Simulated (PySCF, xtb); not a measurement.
TaCl4, SMILES [Cl][Ta+]([Cl])([Cl])[Cl], charge +1, multiplicity 1.

Harmonic wavenumbers (cm⁻¹) from GFN2-xTB (xtb) at its own minimum, in rising order: 97, 97, 97, 108, 108, 318, 368, 368, 368.

**Question.** What does PBE0-D3(BJ)/def2-SVP in PySCF give at its own minimum? (The exact figures need the calculation; the answer reports its results.)

**Answer.** 112, 112, 112, 121, 121, 442, 465, 465, 465. Paired by order, the mean absolute difference is 54 cm⁻¹ and the zero-point energies are 2.8 and 3.4 kcal/mol.
